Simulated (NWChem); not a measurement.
System: iodine (I2); SMILES II

Output (shortened):

```
             Northwest Computational Chemistry Package (NWChem) 7.3.0
             --------------------------------------------------------

                             Geometry "geometry" -> ""
                             -------------------------

 Output coordinates in angstroms (scale by  1.889725989 to convert to a.u.)

  No.       Tag          Charge          X              Y              Z
 ---- ---------------- ---------- -------------- -------------- --------------
    1 I                   53.0000     0.00000000     0.00000000     1.32779500
    2 I                   53.0000     0.00000000     0.00000000    -1.32779500

 Effective nuclear repulsion energy (a.u.)     559.7471343243

                                 NWChem DFT Module
                                 -----------------

 Summary of "ao basis" -> "ao basis" (spherical)
 ------------------------------------------------------------------------------
       Tag                 Description            Shells   Functions and Types
 ---------------- ------------------------------  ------  ---------------------
 I                          def2-svp                10       26   4s4p2d

 in cosmo_initialize ...

 solvent parameters
 solvname_short: unkn
 solvname_long:  unknown
 dielec:        4.8000

          ---------------
          -cosmo- solvent
          ---------------
 Cosmo: York-Karplus, doi: 10.1021/jp992097l
 dielectric constant -eps-     =   4.80
 screen = (eps-1)/(eps    )    =   0.79167
 surface charge correction     = lagrangian

   van der Waals surface
 --------------------------

 ---------- ATOMIC COORDINATES (A.U.) ------------ VDWR(ANG.) --
     1    0.00000000    0.00000000    2.50916872     2.320
     2    0.00000000    0.00000000   -2.50916872     2.320
 number of segments per atom =         32
 number of   points per atom =         32
 atom (   nspa,  nppa )
 ----------------------
    1 (     28,     0 )       0
    2 (     28,     0 )       0
 number of -cosmo- surface points =       56
 molecular surface =    109.180 angstrom**2
 molecular volume  =     95.511 angstrom**3
 G(cav/disp)       =      1.406 kcal/mol
 -lineq- algorithm             =   0
 -bem- low  level              =   2
 -bem- from -octahedral-
 gaussian surface charge width =   4.50000
 degree of switching           =   1.00000
 switching function tolerance  =   0.00010
 atomic radii =
 --------------
    1 25.000  2.320
    2 25.000  2.320
 ...... end of -cosmo- initialization ......

[...]

                                   COSMO solvation results
                                   -----------------------

                 gas phase energy =      -595.321180666042
                 sol phase energy =      -595.323601665631
 (electrostatic) solvation energy =         0.002420999589 (    1.52 kcal/mol)

                       DFT Final Molecular Orbital Analysis
                       ------------------------------------

 Vector   23  Occ=2.000000D+00  E=-3.940047D-01
              MO Center=  7.8D-08, -8.5D-08, -3.2D-07, r^2= 3.4D+00
   Bfn.  Coefficient  Atom+Function         Bfn.  Coefficient  Atom+Function
  ----- ------------  ---------------      ----- ------------  ---------------
    12     -0.314660  1 I  py                38     -0.314660  2 I  py
    11      0.290166  1 I  px                37      0.290166  2 I  px
    15     -0.256517  1 I  py                41     -0.256517  2 I  py
    14      0.236549  1 I  px                40      0.236549  2 I  px
     9      0.126851  1 I  py                35      0.126851  2 I  py

 Vector   24  Occ=2.000000D+00  E=-3.222089D-01
              MO Center= -7.3D-11,  1.1D-10,  7.7D-08, r^2= 3.9D+00
   Bfn.  Coefficient  Atom+Function         Bfn.  Coefficient  Atom+Function
  ----- ------------  ---------------      ----- ------------  ---------------
    11      0.340166  1 I  px                37     -0.340166  2 I  px
    12      0.318436  1 I  py                38     -0.318436  2 I  py
    14      0.306033  1 I  px                40     -0.306033  2 I  px
    15      0.286483  1 I  py                41     -0.286483  2 I  py
     8     -0.135421  1 I  px                34      0.135421  2 I  px

 Vector   25  Occ=2.000000D+00  E=-3.222089D-01
              MO Center=  6.2D-08, -6.7D-08,  3.3D-07, r^2= 3.9D+00
   Bfn.  Coefficient  Atom+Function         Bfn.  Coefficient  Atom+Function
  ----- ------------  ---------------      ----- ------------  ---------------
    12     -0.340166  1 I  py                38      0.340166  2 I  py
    11      0.318436  1 I  px                37     -0.318436  2 I  px
    15     -0.306033  1 I  py                41      0.306033  2 I  py
    14      0.286483  1 I  px                40     -0.286483  2 I  px
     9      0.135421  1 I  py                35     -0.135421  2 I  py

 Vector   26  Occ=0.000000D+00  E=-1.058294D-01
              MO Center= -9.6D-09,  1.1D-08,  9.6D-08, r^2= 4.6D+00
   Bfn.  Coefficient  Atom+Function         Bfn.  Coefficient  Atom+Function
  ----- ------------  ---------------      ----- ------------  ---------------
    16      0.651166  1 I  pz                42      0.651166  2 I  pz
    13      0.453516  1 I  pz                39      0.453516  2 I  pz
     4     -0.232364  1 I  s                 30      0.232364  2 I  s
     3     -0.188446  1 I  s                 29      0.188446  2 I  s
    10     -0.183760  1 I  pz                36     -0.183760  2 I  pz

 Vector   27  Occ=0.000000D+00  E= 2.710268D-01
              MO Center=  4.7D-08, -4.2D-08, -4.2D-07, r^2= 4.0D+00
   Bfn.  Coefficient  Atom+Function         Bfn.  Coefficient  Atom+Function
  ----- ------------  ---------------      ----- ------------  ---------------
     3      1.433913  1 I  s                 29      1.433913  2 I  s
     4     -1.166763  1 I  s                 30     -1.166763  2 I  s
    24      0.336701  1 I  d  0              50      0.336701  2 I  d  0
     2     -0.264766  1 I  s                 28     -0.264766  2 I  s
     1     -0.212447  1 I  s                 27     -0.212447  2 I  s

[...]
```

Level: M05-2X/def2-SVP with def2 effective core potentials on I, COSMO on the gas-phase geometry. Geometry: optimised at PBE0-D3(BJ)/def2-TZVP. def2 effective core potentials on I; no spin-orbit coupling. COSMO prints the solvation energy as gas minus solution, so a positive value is a stabilisation.

Problem. Write an input that gives this output.

Solution. Several could match; the one computed here: the input that was run:
```
start job
memory heap 200 mb stack 900 mb global 1100 mb
geometry units angstroms noautosym nocenter noautoz
  I      0.000000     0.000000     1.327795
  I      0.000000     0.000000    -1.327795
end
basis spherical
  * library def2-svp
end
ecp
  I library def2-ecp
end
dft
  xc m05-2x
  iterations 150
end
cosmo
  dielec 4.8
end
task dft energy
```
